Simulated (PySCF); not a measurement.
# F⁺: ionisation energy

F⁺ [He] 2s2 2p4 (3P) → F²⁺ [He] 2s2 2p3 (4S), as a difference of total energies. Computed with PySCF 2.14 in cc-pVDZ (3s2p1d, 14 functions), with the non-relativistic Hamiltonian (point nucleus). Correlated levels: valence: 1s2 frozen. The calculations carry no spin-orbit coupling.

```csv
method,ionisation energy (eV)
UHF,33.410
M06-2X,35.109
BP86,35.646
MP2 (valence),34.227
SCS-MP2 (valence),34.231
CCSD (valence),34.233
CCSD(T) (valence),34.244
```

**Question.** How much does correlation contribute at CCSD(T) (valence)?

**Answer.** 34.244 − (33.410) = 0.834 eV, measured against UHF.

Errors of the correlated levels include the incompleteness of this basis and the frozen core.

For comparison: 34.950 eV (measured; NIST levels, between the centres of gravity of the two terms).
